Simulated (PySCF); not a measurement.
B(F)(OH)(OMe) (CH4BFO2), SMILES OB(F)OC. Atoms are numbered in the order given.

```xyz
9

B     -0.0159     0.0838     0.5047
F     -0.3502    -0.3090     1.7368
O      0.5969     1.2808     0.3174
H      0.7345     1.7522     1.1443
O     -0.3096    -0.7437    -0.5129
C     -0.0037    -0.4334    -1.8481
H      0.6798    -1.1953    -2.2544
H     -0.9276    -0.4484    -2.4470
H      0.4682     0.5562    -1.9442
```
Charge 0, spin multiplicity 1.

The structure is a stationary point at PBE0-D3(BJ)/def2-SVP. One conformer was computed; it need not be the lowest.

Calculation: TDDFT-B3LYP/def2-SVPD (PySCF).

Vertical excitations. Gas-phase values at a fixed geometry.

**Question.** List the lowest excited states. (The exact figures need the calculation; the answer reports its results.)

**Answer.** 
```json
[
 {"state": "S1", "energy (eV)": "7.43", "λ (nm)": "167", "f": "0.005", "main pairs": "HOMO→LUMO 98 %"},
 {"state": "S2", "energy (eV)": "8.16", "λ (nm)": "152", "f": "0.002", "main pairs": "HOMO−1→LUMO 98 %"},
 {"state": "S3", "energy (eV)": "8.50", "λ (nm)": "146", "f": "0.010", "main pairs": "HOMO→LUMO+1 94 %"},
 {"state": "S4", "energy (eV)": "8.82", "λ (nm)": "141", "f": "0.036", "main pairs": "HOMO−2→LUMO 60 %, HOMO→LUMO+2 33 %"},
 {"state": "S5", "energy (eV)": "8.99", "λ (nm)": "138", "f": "0.000", "main pairs": "HOMO→LUMO+2 64 %, HOMO−2→LUMO 32 %"},
 {"state": "S6", "energy (eV)": "9.17", "λ (nm)": "135", "f": "0.029", "main pairs": "HOMO−3→LUMO 48 %, HOMO−1→LUMO+1 47 %"},
 {"state": "S7", "energy (eV)": "9.19", "λ (nm)": "135", "f": "0.000", "main pairs": "HOMO−3→LUMO 47 %, HOMO−1→LUMO+1 42 %, HOMO→LUMO+3 8 %"},
 {"state": "S8", "energy (eV)": "9.35", "λ (nm)": "133", "f": "0.159", "main pairs": "HOMO→LUMO+3 85 %"},
 {"state": "S9", "energy (eV)": "9.50", "λ (nm)": "130", "f": "0.001", "main pairs": "HOMO−1→LUMO+3 96 %"},
 {"state": "S10", "energy (eV)": "9.65", "λ (nm)": "128", "f": "0.043", "main pairs": "HOMO−1→LUMO+2 92 %"},
 {"state": "T1", "energy (eV)": "7.32", "λ (nm)": "169", "f": "0", "main pairs": "HOMO→LUMO 96 %"},
 {"state": "T2", "energy (eV)": "8.07", "λ (nm)": "154", "f": "0", "main pairs": "HOMO−1→LUMO 96 %"},
 {"state": "T3", "energy (eV)": "8.27", "λ (nm)": "150", "f": "0", "main pairs": "HOMO→LUMO+3 87 %"},
 {"state": "T4", "energy (eV)": "8.30", "λ (nm)": "149", "f": "0", "main pairs": "HOMO→LUMO+1 81 %, HOMO−2→LUMO 14 %"}
]
```
Triplets are in the Tamm–Dancoff approximation, which puts them higher than full response would, so one can lie above its singlet here.
